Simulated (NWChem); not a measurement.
Species: C3H2FNS; SMILES Fc1cscn1

Results from NWChem. Medium grid unless said otherwise, to which SCAN and Minnesota functionals are sensitive. Coordinates come from a PBE0/def2-SVP optimisation.

Task: Among these, which level gives the highest value of “dipole (D)”?
A. M05-2X/def2-SVP
B. PBE0/def2-SVP
C. B97-D/def2-SVP
D. M06-L/def2-SVP

Result: A, M05-2X/def2-SVP. Values: M06-L/def2-SVP 2.24; B97-D/def2-SVP 2.26; PBE0/def2-SVP 2.43; M05-2X/def2-SVP 2.69
